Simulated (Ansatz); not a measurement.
The cation of `CO[SiH](C)[SeH]` at the neutral geometry.

```yaml
crystal:
  periodic: [false, false, false]
  atoms:
    - {symbol: C, position_ang: [-1.698499, 0.698781, 0.960494]}
    - {symbol: O, position_ang: [-0.490720, 1.114070, 0.365393]}
    - {symbol: Si, position_ang: [0.285630, 0.232727, -0.783249]}
    - {symbol: C, position_ang: [0.857964, -1.401931, -0.102614]}
    - {symbol: Se, position_ang: [2.014897, 1.462410, -1.589801]}
    - {symbol: H, position_ang: [-2.073445, 1.516997, 1.577405]}
    - {symbol: H, position_ang: [-1.551772, -0.178030, 1.601599]}
    - {symbol: H, position_ang: [-2.458639, 0.457485, 0.207579]}
    - {symbol: H, position_ang: [-0.611856, 0.028686, -1.954529]}
    - {symbol: H, position_ang: [1.358588, -1.981700, -0.880833]}
    - {symbol: H, position_ang: [1.558736, -1.256832, 0.722975]}
    - {symbol: H, position_ang: [0.010560, -1.986157, 0.267592]}
    - {symbol: H, position_ang: [2.819055, 1.258894, -0.377110]}
basis:
  gaussian: {orbitals: def2-TZVPP}
total_charge: 1
magnetization: {spin_polarized: true, initial_magnetization: 1}
correlation: {method: ccsd_t}
scf: {omitted_lower_state_checks: [cluster_reference]}
```

```sh
$ ansatz run in.yaml --threads 2 --pin off --events-out ev --progress --plain --max-ram 32768MiB --backend cuda --devices 0, --max-vram 18GiB
```

Shortened log:

```
Functional definition: HF
1751 factors; integrals over basis functions are off by at most 8.9e-4 eV
mean field evaluation 1: about -77378.0476 eV, gradient 4.1e1 eV
mean field evaluation 2: about -77378.0527 eV, gradient 4.1e1 eV
mean field evaluation 4: about -77385.9940 eV, gradient 4.2e0 eV
mean field evaluation 8: about -77386.1180 eV, gradient 1.6e-1 eV
mean field evaluation 16: about -77384.7920 eV, gradient 9.8e-2 eV
mean field evaluation 32: about -77384.7668 eV, gradient 1.1e0 eV
mean field -77386.11929015 eV, -2843.8874297172 hartree, gradient 8.1e-6 eV, S^2 0.762492; 4 other end points of the search recorded, 0 dependent functions left out
17 core orbitals not correlated: weight in the atoms' cores, before any rotation towards them, 1.000 or more for the frozen orbitals, at most 0.000 for the correlated occupied ones
reference -77386.11929015 eV, -2843.8874297172 hartree; 21, 20 occupied and 257, 258 virtual orbitals, 1751 factors
second order -25.78084139 eV of doubles, -0.00000000 eV of singles
cycle   1  -26.38567682 eV  change   -6.0e-1 eV  update   1.1e-1
cycle   2  -27.03922740 eV  change   -6.5e-1 eV  update   3.2e-2
cycle   3  -27.17372965 eV  change   -1.3e-1 eV  update   1.7e-2
cycle   4  -27.16603330 eV  change    7.7e-3 eV  update   5.0e-3
cycle   5  -27.16434977 eV  change    1.7e-3 eV  update   3.1e-3
cycle   6  -27.16508408 eV  change   -7.3e-4 eV  update   1.8e-3
cycle   7  -27.16486658 eV  change    2.2e-4 eV  update   1.2e-3
cycle   8  -27.16497143 eV  change   -1.0e-4 eV  update   7.7e-4
cycle   9  -27.16533743 eV  change   -3.7e-4 eV  update   5.2e-4
cycle  10  -27.16509306 eV  change    2.4e-4 eV  update   3.6e-4
cycle  11  -27.16508098 eV  change    1.2e-5 eV  update   2.4e-4
cycle  12  -27.16517537 eV  change   -9.4e-5 eV  update   1.3e-4
cycle  13  -27.16522017 eV  change   -4.5e-5 eV  update   7.2e-5
cycle  14  -27.16526430 eV  change   -4.4e-5 eV  update   3.6e-5
perturbative correction -0.98704361 eV, -0.0362731837 hartree
Total energy: -77414.27159806 eV, -2844.9220079508 hartree
Checks for a lower state left out: cluster_reference
```

Hardware: 2 threads of an AMD EPYC 7R13 on a shared host and a share of an NVIDIA H100 80 GB. Wall time 35 s, peak host memory 1.2 GiB.
